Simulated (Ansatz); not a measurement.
```yaml
crystal:
  periodic: [false, false, false]
  atoms:
    - {symbol: O, position_ang: [0.461845, 0.142727, 2.681426]}
    - {symbol: C, position_ang: [0.210954, -0.020304, 1.516423]}
    - {symbol: C, position_ang: [1.255215, -0.475610, 0.520360]}
    - {symbol: C, position_ang: [0.687611, -0.764328, -0.860885]}
    - {symbol: C, position_ang: [-0.119303, 0.419181, -1.372370]}
    - {symbol: C, position_ang: [-1.179439, 0.889691, -0.400345]}
    - {symbol: O, position_ang: [-1.978202, 1.743057, -0.684178]}
    - {symbol: C, position_ang: [-1.174230, 0.225598, 0.959190]}
    - {symbol: H, position_ang: [1.773117, -1.336916, 0.949295]}
    - {symbol: H, position_ang: [1.999840, 0.328111, 0.468599]}
    - {symbol: H, position_ang: [0.055206, -1.657806, -0.823882]}
    - {symbol: H, position_ang: [1.496549, -0.994656, -1.557275]}
    - {symbol: H, position_ang: [0.535138, 1.280770, -1.552275]}
    - {symbol: H, position_ang: [-0.609692, 0.210976, -2.326473]}
    - {symbol: H, position_ang: [-1.789187, 0.777560, 1.667381]}
    - {symbol: H, position_ang: [-1.625412, -0.768051, 0.815021]}
basis:
  gaussian: {orbitals: "6-31G*", final_grid: {core_spheres: 1, valence_spheres: 1, degree: 5}}
total_charge: 1
magnetization: {spin_polarized: true, initial_magnetization: 1}
hamiltonian: {xc: {name: r2SCAN}}
output: {forces: true}
```

```sh
$ ansatz run in.yaml --threads 2 --pin off --events-out ev --progress --plain --max-ram 31744MiB --backend cpu
```

It prints (some lines left out):

```
Functional definition: r2SCAN
1608 factors; their error is unknown
mean field evaluation 1: about -10420.3734 eV, gradient 5.1e1 eV
mean field evaluation 2: about -10415.4696 eV, gradient 6.1e1 eV
mean field evaluation 4: about -10428.7218 eV, gradient 2.4e1 eV
mean field evaluation 8: about -10431.9124 eV, gradient 1.4e0 eV
mean field evaluation 16: about -10378.1090 eV, gradient 3.9e-1 eV
mean field evaluation 32: about -10377.6705 eV, gradient 1.6e-1 eV
mean field -10378.11048459 eV, -381.3885257727 hartree, gradient 4.6e-5 eV, S^2 0.778416; 1 other end points of the search recorded, 0 dependent functions left out
reference -10378.11048674 eV, -381.3885258517 hartree; 30, 29 occupied and 106, 107 virtual orbitals, 1608 factors
Total energy: -10378.11048674 eV, -381.3885258517 hartree
Atom 0 at     0.461845     0.142727     2.681426 Å, force    -6.602494    -3.673331   -26.599823 eV/Å
Atom 1 at     0.210954    -0.020304     1.516423 Å, force     2.998865     2.222601     9.259222 eV/Å
Atom 2 at     1.255215    -0.475610     0.520360 Å, force   -11.534626     1.383808    -2.131298 eV/Å
Atom 3 at     0.687611    -0.764328    -0.860885 Å, force    -2.399070     9.863626     6.385027 eV/Å
Atom 4 at    -0.119303     0.419181    -1.372370 Å, force    -2.194004    -4.605451    10.627886 eV/Å
Atom 5 at    -1.179439     0.889691    -0.400345 Å, force    -5.576314     7.840697    -2.570911 eV/Å
Atom 6 at    -1.978202     1.743057    -0.684178 Å, force    17.890261   -19.772621     7.229998 eV/Å
Atom 7 at    -1.174230     0.225598     0.959190 Å, force     8.374605     1.853782    -5.198883 eV/Å
Atom 8 at     1.773117    -1.336916     0.949295 Å, force    -1.651285     2.821412    -1.066310 eV/Å
Atom 9 at     1.999840     0.328111     0.468599 Å, force    -1.625720    -1.658190    -0.331128 eV/Å
Atom 10 at     0.055206    -1.657806    -0.823882 Å, force     0.295578     1.593599     0.536000 eV/Å
Atom 11 at     1.496549    -0.994656    -1.557275 Å, force    -1.812118     1.586627     2.067668 eV/Å
Atom 12 at     0.535138     1.280770    -1.552275 Å, force    -1.039873    -2.081312     0.511102 eV/Å
Atom 13 at    -0.609692     0.210976    -2.326473 Å, force     1.327484     0.880675     3.026362 eV/Å
Atom 14 at    -1.789187     0.777560     1.667381 Å, force     1.656778    -0.513971    -1.443694 eV/Å
Atom 15 at    -1.625412    -0.768051     0.815021 Å, force     1.891933     2.258050    -0.301219 eV/Å
Dipole moment:     0.151010    -0.230863    -0.219858 e Å
```

In this input the integration grid is far too coarse. The run converged. The result belongs to that input, not to the molecule as meant.
